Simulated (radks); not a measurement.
Results of a calculation; reference values are marked as such.
Ionisation of neutral antimony, [Kr] 4d10 5s2 5p3, to Sb+, [Kr] 4d10 5s2 5p2, under several functionals. Scalar-relativistic Kohn-Sham, spin-unpolarised, spherical densities, point nucleus; a radial shooting solver on a logarithmic mesh with Libxc functionals.

functional	E(Sb) (hartree)	Exc (hartree)	IE (eV)	-e(HOMO) (eV)	<r> HOMO (bohr)	IE error (eV)
exchange-only LDA	-6471.09412	-159.63004	7.431	3.982	2.968	-1.177
SOGGA	-6478.24687	-166.86938	8.251	4.760	2.909	-0.357
AM05	-6476.20134	-164.81293	8.293	4.793	2.907	-0.316
OLYP	-6483.97553	-172.75228	8.097	4.615	2.926	-0.512
Wu-Cohen GGA	-6480.68956	-169.33510	8.354	4.845	2.899	-0.254
exchange-only PBE	-6478.74687	-167.34793	7.515	4.084	2.998	-1.093
LDA (Slater exchange, Perdew-Zunger correlation)	-6475.96738	-164.57274	8.521	4.999	2.904	-0.087

NIST Atomic Spectra Database: 8.608 eV (measured). Closest: LDA (Slater exchange, Perdew-Zunger correlation). The Delta-SCF values span 1.09 eV, the total energies 12.88 hartree. The highest occupied level is 5p. Spin polarisation and multiplet splitting are left out, so open shells lie too high by an amount that depends on their filling. Spin-orbit splitting is averaged out at the scalar-relativistic level.

Beside tabulated values, note that spin-unpolarised runs miss the spin-polarisation part of the exchange energy of open shells.
